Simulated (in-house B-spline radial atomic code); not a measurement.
## Ionising the thallium ion Tl⁶⁺ with different functionals

Computed with an all-electron radial atomic-structure program (B-spline basis): scalar-relativistic (spin-free X2C) Hamiltonian, Fermi nucleus of rms radius 5.4759 fm, spin-polarised at highest spin, spherical fractional occupations for the functionals, and exact exchange of hybrids averaged over the configuration. The ionisation energy is the difference of two self-consistent energies, [Xe] 4f14 5d7 → [Xe] 4f14 5d6, without Breit or QED terms; ε is the level of the shell that loses the electron (its least bound occupied spin orbital). There is no spin-orbit coupling in this Hamiltonian.

```json
{"method": "PBE0", "rung": "global hybrid", "ΔSCF (eV)": "99.05", "-ε(5d) (eV)": "93.02"}
{"method": "B3LYP", "rung": "global hybrid", "ΔSCF (eV)": "99.20", "-ε(5d) (eV)": "92.66"}
{"method": "TPSSh", "rung": "global hybrid", "ΔSCF (eV)": "98.97", "-ε(5d) (eV)": "91.56"}
{"method": "BHandHLYP", "rung": "global hybrid", "ΔSCF (eV)": "98.92", "-ε(5d) (eV)": "95.17"}
{"method": "r2SCAN0", "rung": "global hybrid", "ΔSCF (eV)": "?", "-ε(5d) (eV)": "?"}
{"method": "B97-1", "rung": "global hybrid", "ΔSCF (eV)": "?", "-ε(5d) (eV)": "?"}
{"method": "HSE06", "rung": "range-separated hybrid", "ΔSCF (eV)": "98.98", "-ε(5d) (eV)": "92.54"}
{"method": "wB97X", "rung": "range-separated hybrid", "ΔSCF (eV)": "98.86", "-ε(5d) (eV)": "95.48"}
{"method": "CAM-B3LYP", "rung": "range-separated hybrid", "ΔSCF (eV)": "99.16", "-ε(5d) (eV)": "94.60"}
{"method": "LC-wPBE", "rung": "range-separated hybrid", "ΔSCF (eV)": "99.00", "-ε(5d) (eV)": "95.87"}
```

Problem. What does r2SCAN0 give?

Solution. ΔSCF 98.92 eV, and -ε(5d) = 92.99 eV.

Problem. What does B97-1 give?

Solution. ΔSCF 99.19 eV, and -ε(5d) = 92.73 eV.

Problem. Among the functionals, which spreads more, the ΔSCF values or the orbital energies?

Solution. The orbital energies: ΔSCF values span about 0.35 eV and the orbital energies 4.31 eV; here energy differences depend much less on the functional than eigenvalues do.

Problem. How do they compare with the NIST value?

Solution. NIST lists 98 eV ± 2 (tabulated theory, ground level to ground level). Errors run from +0.96 to +1.30 eV; all lie within about twice that uncertainty, so the table can't rank the methods.
